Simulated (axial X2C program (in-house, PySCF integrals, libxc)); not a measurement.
Low determinants of ZrI at the PBE0 level, 2c

Computed with an in-house all-electron X2C program for linear molecules (integrals from PySCF). Two-component (2c) means X2C with spin–orbit coupling and atomic mean-field two-electron Coulomb and Gaunt terms. Basis: I dyall-cv3z [11s12p8d4f1g], Zr dyall-cv3z [11s12p9d6f3g] (cores contracted in-house); Gaussian nuclei, density fitting, unrestricted open shells. Masses: I 126.904 u, Zr 89.905 u.

Search at 2.733 Å (vertical energies from the lowest determinant):

```
ΔE (eV)    state  electrons beyond evenly filled partner blocks  electrons in ±ω = 1/2, 3/2, 5/2, 7/2
   0.00  Ω = 3/2                                        ω = 3/2                             60 27 6 0
   0.02  Ω = 3/2                     ω = 1/2, ω = -3/2, ω = 5/2                             59 27 7 0
   0.17  Ω = 9/2                      ω = 1/2, ω = 3/2, ω = 5/2                             59 27 7 0
   0.18  Ω = 5/2                                        ω = 5/2                             60 26 7 0
   0.19  Ω = 1/2                                        ω = 1/2                             59 28 6 0
   0.47  Ω = 1/2                          2 × ω = -1/2, ω = 3/2                             60 27 6 0
   0.69  Ω = 1/2                                        ω = 1/2                             61 26 6 0
```

Lowest determinant, Ω = 3/2 (⟨Sz⟩ = -1.50, ⟨Lz⟩ = 3.00 at PBE0): Re = 2.726 Å, ωe = 213.5 cm⁻¹.

The determinant in row 2 of the search, Ω = 3/2 (⟨Sz⟩ = 1.50, ⟨Lz⟩ = 0.00 at PBE0), was followed along the bond at PBE0; measured from the minimum of the lowest determinant it gives:

Te = 0.016 eV (132 cm⁻¹), Re = 2.701 Å, ωe = 218.6 cm⁻¹.

The determinant in row 3 of the search, Ω = 9/2 (⟨Sz⟩ = 1.50, ⟨Lz⟩ = 3.00 at PBE0), was followed along the bond at PBE0; measured from the minimum of the lowest determinant it gives:

Te = 0.172 eV (1385 cm⁻¹), Re = 2.728 Å, ωe = 212.2 cm⁻¹.

Question: Compare the bond of the determinant in row 2 with that of the lowest one.

Answer: At PBE0 its Re is 0.025 Å shorter and its force constant, which goes as ωe², is 1.05 times that of the lowest determinant. T0 ≈ Te + Δωe/2 = 132 + (3) = 135 cm⁻¹.

The search compares states at one distance, so a state with another bond length can lie lower; it is not exhaustive and yields mostly the lowest determinant of each block pattern, so other components and higher states of one pattern are missing. These are energies of single determinants, not of spin-adapted states; PBE0 term energies can be off by some tenths of an eV, and the functional has no current term. The lowest determinant need not be the ground state where others lie within half an eV.
